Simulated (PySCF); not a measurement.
silylphosphine (H₅PSi), SMILES [SiH3]P. Atoms are numbered in the order given.

```xyz
7

Si    -1.0894    -0.0065     0.0000
P      1.1620     0.1188     0.0000
H     -1.5898     0.6973     1.2093
H     -1.5898     0.6973    -1.2093
H     -1.6126    -1.3978     0.0000
H      1.3065    -0.8446     1.0343
H      1.3065    -0.8446    -1.0343
```
Charge 0, spin multiplicity 1.

Geometry optimised at PBE0-D3(BJ)/def2-TZVP.

Level of theory: PySCF with PBE0/pcJ-1.

Isotropic couplings with Fermi-contact, spin-dipole and both spin-orbit terms, one fixed conformer, no vibrational averaging. Isotopes: 1H, 29Si, 31P.

```json
[
 {"pair": "Si1–P2", "bonds apart": "1", "J (Hz)": "?"},
 {"pair": "Si1–H3", "bonds apart": "1", "J (Hz)": "-202.7"},
 {"pair": "Si1–H4", "bonds apart": "1", "J (Hz)": "-202.7"},
 {"pair": "Si1–H5", "bonds apart": "1", "J (Hz)": "-204.8"},
 {"pair": "P2–H6", "bonds apart": "1", "J (Hz)": "150.1"},
 {"pair": "P2–H7", "bonds apart": "1", "J (Hz)": "150.1"},
 {"pair": "Si1–H6", "bonds apart": "2", "J (Hz)": "?"},
 {"pair": "Si1–H7", "bonds apart": "2", "J (Hz)": "?"},
 {"pair": "P2–H3", "bonds apart": "2", "J (Hz)": "29.1"},
 {"pair": "P2–H4", "bonds apart": "2", "J (Hz)": "29.1"},
 {"pair": "P2–H5", "bonds apart": "2", "J (Hz)": "-2.7"},
 {"pair": "H3–H4", "bonds apart": "2", "J (Hz)": "-2.8"},
 {"pair": "H3–H5", "bonds apart": "2", "J (Hz)": "3.1"},
 {"pair": "H4–H5", "bonds apart": "2", "J (Hz)": "3.1"},
 {"pair": "H6–H7", "bonds apart": "2", "J (Hz)": "?"},
 {"pair": "H3–H7", "bonds apart": "3", "J (Hz)": "12.2"},
 {"pair": "H4–H6", "bonds apart": "3", "J (Hz)": "12.2"},
 {"pair": "H5–H6", "bonds apart": "3", "J (Hz)": "4.6"},
 {"pair": "H5–H7", "bonds apart": "3", "J (Hz)": "4.6"}
]
```

Problem. Some entries are withheld; supply them. (Estimate from the structure and the level; the computed values follow.)

Solution. 
- Si1–P2, J (Hz): 47.1
- Si1–H6, J (Hz): 7.9
- Si1–H7, J (Hz): 8.0
- H6–H7, J (Hz): -12.3
